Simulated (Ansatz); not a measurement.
`B[NH][GaH][F]` + HCl → `[F][GaH][Cl]` + `BN` at 700 K and 1 bar (ligand exchange at a Ga–N bond).

Computed with Ansatz on PBE0-D4/def2-TZVP structures; ΔE is electronic, products minus reactants. CBS: MP2 limit from def2 TZ/QZ plus the TZ coupled-cluster correction, frozen cores. This one scheme is used for every species. For Ga outer-core shells are correlated without core-valence functions, which leaves a few kJ/mol of doubt a bond. Scalar relativity is left out up to krypton. One conformer a species, not always the lowest.

| species | CCSD(T)/CBS energy (Eh) | H − E (kJ/mol) | S (J/(mol·K)) |
| --- | --- | --- | --- |
| `B[NH][GaH][F]` | -2105.72573 | 187.7 | 419.5 |
| HCl | -460.38127 | 38.4 | 211.8 |
| `[F][GaH][Cl]` | -2484.20089 | 67.7 | 352.5 |
| `BN` | -81.93499 | 163.7 | 282.2 |

H − E and S are ideal-gas, rigid-rotor, harmonic terms from PBE0-D4/def2-TZVP, for one conformer and one mirror image of each species. 1 Eh = 2625.50 kJ/mol, R = 8.31446 J/(mol·K).

Problem. By hand: ΔE, ΔH, ΔS and ΔG.

Solution. ΔE = (-2484.20089) + (-81.93499) − (-2105.72573) − (-460.38127) = -0.02888 Eh = -75.8 kJ/mol. Δ(H − E) = 67.7 + 163.7 − 187.7 − 38.4 = 5.3, so ΔH = -70.5 kJ/mol. ΔS = 352.5 + 282.2 − 419.5 − 211.8 = 3.4 J/(mol·K). ΔG = -70.5 − 700 × (3.4)/1000 = -72.9 kJ/mol.

Problem. By hand: the equilibrium constant, and the temperature at which ΔG would vanish if ΔH and ΔS stayed fixed.

Solution. log₁₀ K = −ΔG/(RT ln 10) = 5.4. ΔH and −TΔS have one sign here, so there is no such temperature. One of them is within its doubt of zero, so this could turn.

The number of gas molecules stays the same, so ΔS is small and ΔH decides. A doubt of 5 kJ/mol in ΔE shifts log₁₀ K by 0.4 here. Other conformers and mirror images would add mixing entropy, several J/(mol·K) or more a flexible species. These are equilibria of isolated gas molecules and say nothing of rates. Largest T1 diagnostic: 0.014 (customary marks: 0.02 for closed shells, 0.045 for open ones).
